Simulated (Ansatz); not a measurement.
C₅H₁₁Al (SMILES C=[CH][Al]([CH3])[CH2]C), singlet, at a GFN2-xTB geometry (such geometries of metal compounds can be far from the true shape), with bond 8-6 at 1.8 times its length; CASSCF(4,6)/STO-3G (Ansatz, a first-principles code).

The Ansatz input:
Ansatz 0.2 input:
```yaml
crystal:
  periodic: [false, false, false]
  atoms:
    - {symbol: Al, position_ang: [-0.26164108, 0.16165024, 0.56009372]}
    - {symbol: C, position_ang: [-0.40693335, 0.24359331, 2.54505704]}
    - {symbol: H, position_ang: [-0.93590448, -0.62463146, 2.95344897]}
    - {symbol: H, position_ang: [-0.95824829, 1.12572542, 2.88894117]}
    - {symbol: H, position_ang: [0.57053396, 0.28212745, 3.03908865]}
    - {symbol: C, position_ang: [1.29975723, 0.97819582, -0.40840477]}
    - {symbol: C, position_ang: [2.31182566, -0.05363241, -0.93998737]}
    - {symbol: H, position_ang: [2.26610239, 2.22703116, 0.79002834]}
    - {symbol: H, position_ang: [0.97087674, 1.59637745, -1.25754174]}
    - {symbol: H, position_ang: [1.82793987, -0.75713591, -1.61643567]}
    - {symbol: H, position_ang: [2.74133648, -0.62781780, -0.11973234]}
    - {symbol: H, position_ang: [3.12782582, 0.42999508, -1.47929011]}
    - {symbol: C, position_ang: [-1.65124014, -0.76423198, -0.51824616]}
    - {symbol: C, position_ang: [-1.58409146, -0.79287687, -1.84978974]}
    - {symbol: H, position_ang: [-2.50738517, -1.26721911, -0.06082658]}
    - {symbol: H, position_ang: [-2.31937922, -1.28047329, -2.47948265]}
    - {symbol: H, position_ang: [-0.76878489, -0.31668153, -2.37855334]}
basis:
  gaussian:
    orbitals: STO-3G
hamiltonian:
  xc: hf
magnetization: {spin_polarized: false}
correlation: {active_space: {window: {electrons: 4, orbitals: 6}}}
```

Task: Write the output that Ansatz gives for this input, abridged.

Result: 
```
Functional definition: HF
591 factors; integrals over basis functions are off by at most 7.1e-5 eV
mean field evaluation 1: about -11759.4107 eV, gradient 2.0e1 eV
mean field evaluation 2: about -11759.5964 eV, gradient 2.0e1 eV
mean field evaluation 4: about -11761.6845 eV, gradient 3.3e0 eV
mean field evaluation 8: about -11761.7353 eV, gradient 6.9e-5 eV
mean field -11761.73282514 eV, -432.2357089349 hartree, gradient 1.1e-6 eV, S^2 0.000000; 0 other end points of the search recorded, 0 dependent functions left out
reference -11761.73282514 eV, -432.2357089349 hartree; 27, 27 occupied and 18, 18 virtual orbitals, 591 factors
state -11765.26457344 eV, -432.3654982913 hartree
Total energy: -11765.26457344 eV, -432.3654982913 hartree
```
